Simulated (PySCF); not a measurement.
Computed properties of C3H5BFN, SMILES NB1C=C[C@@H]1F

C3H5BFN, SMILES NB1C=C[C@@H]1F. Coordinates come from a B3LYP-D3(BJ)/def2-SVP optimisation. The structure was generated by enumeration; whether it is a known compound was not checked. Other conformers were not sampled. All values are computed for the isolated molecule unless a solvent is named; none is compared with measurement here.

**Structure.** All 27 harmonic modes at B3LYP-D3(BJ)/def2-SVP (PySCF) are real, so it is a minimum. With heavy atoms numbered as in [NH2:1][B:2]1[CH:3]=[CH:4][C@@H:5]1[F:6], the shortest bond between them is C3–C4 at 1.358 Å and the longest B2–C5 at 1.616 Å.

**Vibrations.** The strongest infrared lines (harmonic, unscaled, degenerate partners summed) lie at 1612 cm⁻¹ (227 km/mol, H 50 %, N 25 %, B 22 %), 508 cm⁻¹ (160 km/mol, H 77 %, N 19 %), 1468 cm⁻¹ (104 km/mol, B 47 %, H 43 %). The softest mode is at 124 cm⁻¹ and the zero-point energy is 51.7 kcal/mol.

**Electronic structure.** M06-2X/def2-TZVP (PySCF) places the frontier levels at -8.91 and 0.30 eV, a gap of 9.21 eV, and gives a dipole moment of 2.31 D and a mean polarisability of 54.1 bohr³. PBE/def2-TZVP (PySCF) at the same geometry gives -6.29 and -1.60 eV, so its gap is 4.52 eV narrower. An orbital gap is neither the optical nor the fundamental gap.

**Excitations.** TDA-CAM-B3LYP/def2-SVPD (PySCF) has S1 at 6.05 eV (205 nm, f = 0.019, weak); the most intense of the 10 singlets computed lies at 7.00 eV (f = 0.19). T1 (TDA) is at 4.21 eV, 1.84 eV under S1. TDA-PBE/def2-SVPD (PySCF) puts S1 at 4.96 eV. No vertical singlet excitation falls in the visible range (under 3.1 eV).

**NMR.** GIAO shifts at B3LYP/pcSseg-1 (PySCF) (non-relativistic, atoms alike by connectivity averaged): ¹³C from 91.0 to 178.4 ppm against TMS; ¹H from 3.8 to 8.5 ppm against TMS; ¹⁹F at -219.3 ppm against CFCl3; ¹¹B at 24.5 ppm against BF3.
